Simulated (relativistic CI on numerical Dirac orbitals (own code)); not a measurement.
## Calculated levels, Xe52+

These numbers are calculated, not measured: Dirac-Coulomb-Breit CI, KLI orbitals optimised for each configuration, model QED (radiative potential, 1s self-energy scaled to tabulated hydrogen-like ionisation energies), unscaled Slater integrals (own radial code, finite nucleus).

Configurations in the expansion: 1s², 1s2s, 1s2p, 1s3s, 1s3p, 1s3d, 1s4s, 1s4p, 1s4d, 1s4f, 1s5s, 1s5p, 1s5d, 1s5f, 1s5g, 1s6s, 1s6p, 1s6d, 2s². Levels of other configurations are missing.

```
No.  Configuration  Term  J   E (Ry)    %  jj configuration (%)
  1            1s²    ¹S  0     0.00  100          closed (100)
  2           1s2s    ³S  1  2214.29  100           1s 2s (100)
  3           1s2p   ³P°  1  2219.97   70        1s 2p1/2 (100)
  4           1s2p   ³P°  0  2220.41  100        1s 2p1/2 (100)
  5           1s2s    ¹S  0  2220.57  100           1s 2s (100)
  6           1s2p   ³P°  2  2248.51  100        1s 2p3/2 (100)
  7           1s2p   ¹P°  1  2251.11   70        1s 2p3/2 (100)
  8           1s3s    ³S  1  2632.93  100           1s 3s (100)
  9           1s3p   ³P°  1  2634.48   70        1s 3p1/2 (100)
 10           1s3p   ³P°  0  2634.60  100        1s 3p1/2 (100)
 11           1s3s    ¹S  0  2634.61  100           1s 3s (100)
 12           1s3p   ³P°  2  2642.97  100        1s 3p3/2 (100)
 13           1s3d    ³D  2  2643.58   60        1s 3d3/2 (100)
 14           1s3d    ³D  1  2643.69  100        1s 3d3/2 (100)
 15           1s3p   ¹P°  1  2643.71   70        1s 3p3/2 (100)
 16           1s3d    ³D  3  2646.25  100        1s 3d5/2 (100)
 17           1s3d    ¹D  2  2646.35   60        1s 3d5/2 (100)
 18           1s4s    ³S  1  2777.58  100           1s 4s (100)
 19           1s4p   ³P°  1  2778.22   70        1s 4p1/2 (100)
 20           1s4p   ³P°  0  2778.26  100        1s 4p1/2 (100)
 21           1s4s    ¹S  0  2778.27  100           1s 4s (100)
 22           1s4p   ³P°  2  2781.79  100        1s 4p3/2 (100)
 23           1s4d    ³D  2  2782.04   61        1s 4d3/2 (100)
 24           1s4d    ³D  1  2782.09  100        1s 4d3/2 (100)
 25           1s4p   ¹P°  1  2782.09   70        1s 4p3/2 (100)
 26           1s4d    ³D  3  2783.17  100        1s 4d5/2 (100)
 27           1s4f   ³F°  3  2783.18   57        1s 4f5/2 (100)
 28           1s4f   ³F°  2  2783.21  100        1s 4f5/2 (100)
 29           1s4d    ¹D  2  2783.21   61        1s 4d5/2 (100)
 30           1s4f   ³F°  4  2783.74  100        1s 4f7/2 (100)
 31           1s4f   ¹F°  3  2783.76   57        1s 4f7/2 (100)
 32           1s5s    ³S  1  2843.88  100           1s 5s (100)
 33           1s5p   ³P°  1  2844.20   70        1s 5p1/2 (100)
 34           1s5p   ³P°  0  2844.22  100        1s 5p1/2 (100)
 35           1s5s    ¹S  0  2844.23  100           1s 5s (100)
 36           1s5p   ³P°  2  2846.02  100        1s 5p3/2 (100)
 37           1s5d    ³D  2  2846.15   61        1s 5d3/2 (100)
 38           1s5d    ³D  1  2846.17  100        1s 5d3/2 (100)
 39           1s5p   ¹P°  1  2846.18   70        1s 5p3/2 (100)
 40           1s5d    ³D  3  2846.73  100        1s 5d5/2 (100)
 41           1s5f   ³F°  3  2846.74   57        1s 5f5/2 (100)
 42           1s5f   ³F°  2  2846.75  100        1s 5f5/2 (100)
 43           1s5d    ¹D  2  2846.75   61        1s 5d5/2 (100)
 44           1s5f   ³F°  4  2847.02  100        1s 5f7/2 (100)
 45           1s5g    ³G  4  2847.02   55        1s 5g7/2 (100)
 46           1s5g    ³G  3  2847.03  100        1s 5g7/2 (100)
 47           1s5f   ¹F°  3  2847.03   57        1s 5f7/2 (100)
 48           1s5g    ³G  5  2847.19  100        1s 5g9/2 (100)
 49           1s5g    ¹G  4  2847.20   55        1s 5g9/2 (100)
 50           1s6s    ³S  1  2879.64  100           1s 6s (100)
 51           1s6p   ³P°  1  2879.82   70        1s 6p1/2 (100)
 52           1s6p   ³P°  0  2879.83  100        1s 6p1/2 (100)
 53           1s6s    ¹S  0  2879.83  100           1s 6s (100)
 54           1s6p   ³P°  2  2880.87  100        1s 6p3/2 (100)
 55           1s6d    ³D  2  2880.94   61        1s 6d3/2 (100)
 56           1s6d    ³D  1  2880.96  100        1s 6d3/2 (100)
 57           1s6p   ¹P°  1  2880.96   70        1s 6p3/2 (100)
 58           1s6d    ³D  3  2881.28  100        1s 6d5/2 (100)
 59           1s6d    ¹D  2  2881.29   61        1s 6d5/2 (100)
```

Energies count from the lowest computed level; ° marks odd parity. Filled j subshells are mostly left out of the jj labels.

The mean weight of the leading LS term, summed over parents, in these 59 levels is 85 %, and that of the leading jj configuration (from the same eigenvectors) 100 %, so jj coupling describes them better and the LS labels are nominal.

At this charge energies of transitions that change n are usually good to better than 1 %, and those within a shell (Δn = 0) to a few per cent.

LS names give the leading component of a level, which can be under half, so a name can repeat, a term be missing and a line seem to break the LS rules.
